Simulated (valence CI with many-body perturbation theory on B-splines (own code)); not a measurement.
**Tm LXII: one-electron terms**

Calculated by relativistic CI+MBPT: six valence electrons over a frozen Dirac-Fock core [He], radial functions for each j: 9 s, 9 p, 8 d, 6 f, 3 g, 1 h, with the one-electron correlation potential Σ1 (screened to all orders), the two-electron term Σ2, the three-electron term Σ3, Breit, model QED; selected single and double excitations, second order for the rest, scaled by the run's own slope (own B-spline code, finite nucleus).

No measured spectrum was set against this ion. As an estimate, large intervals hold to a few tenths of a per cent, small ones and those within an open d or f shell to about a per cent. Among the levels kept, up to 2100 cm⁻¹ of a level comes from second order outside the variational space, and about a tenth of that is noise between levels of different J, which matters for small intervals.

These are the spectroscopic orbitals of the CI (the correlating ones are not listed), shaped by the core and the other valence electrons. h is the expectation value of the core's Dirac-Fock operator, without the valence repulsion; Σ1 is computed up to l = 3 at one energy for each symmetry, that of its lowest orbital but kept below the first core excitation, so for empty shells it is not the orbital's own correlation shift; Breit and QED include the response of the core, and the two lowest orbitals of each symmetry also the frequency dependence of Breit exchange, which makes a step in that column.

```csv
Orbital,h (hartree),Σ1 (cm⁻¹),Breit (cm⁻¹),QED (cm⁻¹),⟨r⟩ (bohr)
2s1/2,-618.59,-1481,97168,116545,0.08205
3s1/2,-268.52,-363,26311,32855,0.1935
4s1/2,-148.61,-142,10340,13330,0.3539
5s1/2,-94.081,-69.9,5143,6673,0.5623
2p1/2,-612.08,-4067,194907,3789,0.06802
3p1/2,-266.63,-917,50966,619,0.1808
4p1/2,-147.82,-351,20014,222,0.3425
5p1/2,-93.679,-172,9926,106,0.5522
2p3/2,-571.2,-2589,65790,15247,0.07488
3p3/2,-254.51,-590,18000,3962,0.1906
4p3/2,-142.75,-227,8622,1592,0.3554
5p3/2,-91.101,-112,4330,797,0.5683
3d3/2,-253.66,-259,1727,-261,0.1618
4d3/2,-142.39,-112,947,-51.5,0.3278
5d3/2,-90.917,-58.0,468,-14.6,0.5419
3d5/2,-250.23,-222,563,1189,0.1649
4d5/2,-140.94,-95.4,308,553,0.3317
5d5/2,-90.173,-49.2,145,293,0.5466
4f5/2,-140.75,-19.7,9.1,-157,0.2861
5f5/2,-90.085,-11.3,7.6,-77.0,0.5017
4f7/2,-140.06,-18.6,2.7,142,0.2882
5f7/2,-89.729,-10.5,2.2,76.7,0.5040
5g7/2,-89.701,,0.0,-50.3,0.4403
5g9/2,-89.491,,0.0,40.3,0.4418
```

Among the shells of the start configuration 2s2 2p4, Σ1 is largest in size for 2p1/2, where it is 0.0030 % of h.

Lowest root of each symmetry, sizes in configuration state functions:

```tsv
J	Parity	Roots	Reference	Variational	Second order	Change by selected CI (cm⁻¹)	Change by second order (cm⁻¹)
0	even	8	30	57543	80410	-52434	-1
1	even	11	67	59999	343655	-48371	-345
2	even	12	76	59994	552971	-50924	-386
3	even	6	53	59374	481044	-48079	-788
4	even	2	28	55311	262141	-54618	-261
5	even	1	12	42563	152694	-48737	-52
0	odd	6	30	50813	166008	-53946	-3
1	odd	12	74	59990	416407	-61107	-325
2	odd	12	74	59970	772552	-54584	-1043
3	odd	8	47	59997	905198	-50651	-1122
4	odd	4	20	55121	606580	-49682	-327
5	odd	1	3	43871	64832	-56667	-24
```
